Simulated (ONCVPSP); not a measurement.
# Ti: excitation energies, all-electron against ONCV

Ti, optimised norm-conserving Vanderbilt (ONCV), made with ONCVPSP 4.0.1 (PBEsol, scalar-relativistic). Core [Ne], reference 3s2 3p6 3d2 4s0.5 (charge +1.5). Waves: 3s+4s: rc 1.50 bohr, ncon 4, nbas 7, qcut 8.6 1/bohr, 3 projectors, debl 0.7 Ha; 3p: rc 1.10 bohr, ncon 3, nbas 6, qcut 9 1/bohr, 3 projectors, debl 0.4 Ha; 3d: rc 1.10 bohr, ncon 3, nbas 8, qcut 14.8 1/bohr, local. Local part: the d channel. Core correction: Teter function, fcfact 3, rcfact 1.6.

In the p channel the program set the typed energies aside and used -1.845, 0.250, 0.650 Ha.

Energies are relative to the spin-unpolarised reference configuration 3s2 3p6 3d2 4s0.5; without spin polarisation the order of configurations can differ from experiment.

| valence configuration | charge | ΔE all-electron (eV) | error AE − PS (meV) |
| --- | --- | --- | --- |
| 3s2 3p6 3d2 4s2 | 0 | -13.308 | +1.1 |
| 3s2 3p6 3d2 4s1 | +1 | -5.949 | +0.4 |
| 3s2 3p6 3d2 4s0 | +2 | 7.522 | -0.4 |
| 3s1 3p6 3d2 4s2 | +1 | 56.164 | -60 |
